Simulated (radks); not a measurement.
Initial-state core-level shifts of the magnesium ion Mg+ when its valence configuration changes from [Ne] 3s1. All-electron calculation, scalar-relativistic Kohn-Sham, PBE, spin-polarised, spherical densities, point nucleus; open shells are filled with parallel spins first. Program: a radial shooting solver on a logarithmic mesh with Libxc functionals. Shifts are changes of the shell-averaged eigenvalues in eV (positive: less bound).

valence          1s      2s      2p
3p1          -1.842  -1.815  -1.795
3s0.5 3p0.5  -0.923  -0.911  -0.901
